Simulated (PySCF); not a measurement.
Compound: C₆H₁₁F₃.
Z-matrix (Å and degrees, PBE0-D3(BJ)/def2-SVP geometry), rows numbered from 1:
```
C 
C   1  1.5203
C   2  1.5223  1  112.56
C   3  1.5291  2  114.20  1   176.29
C   4  1.5237  3  113.66  2    65.53
C   4  1.5145  3  110.31  2  -170.15
F   6  1.3392  4  111.90  3   -64.11
F   6  1.3384  4  111.62  3   175.83
F   6  1.3386  4  111.80  3    56.07
H   1  1.1002  2  111.61  3  -179.59
H   1  1.1017  2  111.17  3    60.28
H   1  1.1022  2  111.22  3   -59.31
H   2  1.1047  1  109.70  3   121.63
H   2  1.1029  1  109.35  3  -122.63
H   3  1.1022  2  108.80  1    54.70
H   3  1.1042  2  109.82  1   -61.06
H   4  1.1043  3  108.65  2   -56.12
H   5  1.0989  4  111.19  3   177.08
H   5  1.1008  4  110.68  3    56.84
H   5  1.0981  4  110.75  3   -63.08
```

Level of theory: PySCF 2.14.0, density-fitted response routines, TDDFT CAM-B3LYP/def2-SVPD, vertical, gas phase, core orbitals frozen in the response.

Frontier orbitals with the atoms that hold most of them (Löwdin shares over 4%, at most four atoms; ? is withheld):

```json
{"orbital": "HOMO-3", "ε (eV)": "-11.59", "atoms": "C4 18%, C5 14%, C1 12%, H17 10%"}
{"orbital": "HOMO-2", "ε (eV)": "-11.12", "atoms": "C3 20%, C4 16%, C2 15%, C1 11%"}
{"orbital": "HOMO-1", "ε (eV)": "-10.99", "atoms": "C3 19%, C2 18%, C1 14%, C4 10%"}
{"orbital": "HOMO", "ε (eV)": "?", "atoms": "?"}
{"orbital": "LUMO", "ε (eV)": "1.24", "atoms": "?"}
{"orbital": "LUMO+1", "ε (eV)": "1.67", "atoms": "C1 20%, C5 10%, H12 9%, H11 8%"}
{"orbital": "LUMO+2", "ε (eV)": "1.90", "atoms": "F9 12%, F7 11%, C6 10%, H14 8%"}
```

(1) Give the leading atoms of the LUMO.

(2) Give the leading atoms of the HOMO.

(3) What is the HOMO energy, and the HOMO–LUMO gap?

Results:

(1) C1 (bonded to C and 3 H) 12%; C2 (bonded to 2 C and 2 H) 12%; C5 (bonded to C and 3 H) 11%; H14 (bonded to C) 6%. By element: carbon 35% or more, hydrogen 6% or more.

(2) C2 (bonded to 2 C and 2 H) 23%; C3 (bonded to 2 C and 2 H) 15%; H14 (bonded to C) 12%; C1 (bonded to C and 3 H) 10%. By element: carbon 48% or more, hydrogen 12% or more.

(3) ε(HOMO) = -10.81 eV; the gap is 12.05 eV (0.4429 hartree).

Task: How does S1 compare with the orbital gap of 12.05 eV?

Result: S1 is at 8.99 eV (f = 0.0017), 3.07 eV below the gap, made of HOMO→LUMO (81%). Without the coupling terms of the response equations the lowest excitation would equal the gap.

Task: One configuration dominates each of S1, S2 and S3. Which, and how do the shares of the two leading atoms of either orbital change from the occupied to the empty one?

Result: 
- S1 (8.99 eV, f 0.0017), HOMO→LUMO (81%): C2 23% → 12%, C3 15% → at most 7%, C1 10% → 12%
- S2 (9.29 eV, f 0.011), HOMO-1→LUMO (79%): C3 19% → at most 7%, C2 18% → 12%, C1 14% → 12%
- S3 (9.47 eV, f 0.015), HOMO-2→LUMO (86%): C3 20% → at most 7%, C4 16% → at most 7%, C1 11% → 12%, C2 15% → 12%

Löwdin shares depend on the basis, the more so with diffuse functions.

One conformer stands for the species.

Without π bonds the low states are Rydberg-like; a valence basis with one diffuse set may place them up to an eV too high.
